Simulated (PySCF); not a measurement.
CH₄Cl₂NNbO, SMILES [Nb](=[NH])([Cl])([O]C)[Cl], multiplicity 1.

Geometry: B3LYP-D3(BJ)/def2-SVP. The spin state was assumed, not searched. The def2 effective core potentials stand for the cores of Nb; spin–orbit coupling is left out. The values are those of a single conformer.

Two levels are set side by side: TDDFT-PBE/def2-SVPD (PySCF) and TDDFT-LC-ωPBE/def2-SVPD (PySCF). Vertical, same geometry. The lowest singlet is HOMO→LUMO 96 % with PBE and HOMO→LUMO 77 % with the other functional; states are paired by order. Differences are taken from unrounded values.

```
quantity                              TDDFT-PBE
------------------------------------  ---------
lowest singlet excitation (eV)             4.23
lowest triplet excitation (TDA) (eV)       4.00
```

Question: These are the TDDFT-PBE values. What does TDDFT-LC-ωPBE give? (The exact figures need the calculation; the answer reports its results.)

Answer: 
```json
[
 {"quantity": "lowest singlet excitation (eV)", "TDDFT-LC-ωPBE": "4.82", "TDDFT-PBE minus TDDFT-LC-ωPBE": "-0.59"},
 {"quantity": "lowest triplet excitation (TDA) (eV)", "TDDFT-LC-ωPBE": "4.34", "TDDFT-PBE minus TDDFT-LC-ωPBE": "-0.33"}
]
```

A lower first singlet is the usual sign of a functional without exact exchange. Differences between two approximate levels are no errors against the true value.

Rough cost on one machine, each run with all the roots and properties that it gave: TDDFT-LC-ωPBE against TDDFT-PBE about 6 times.
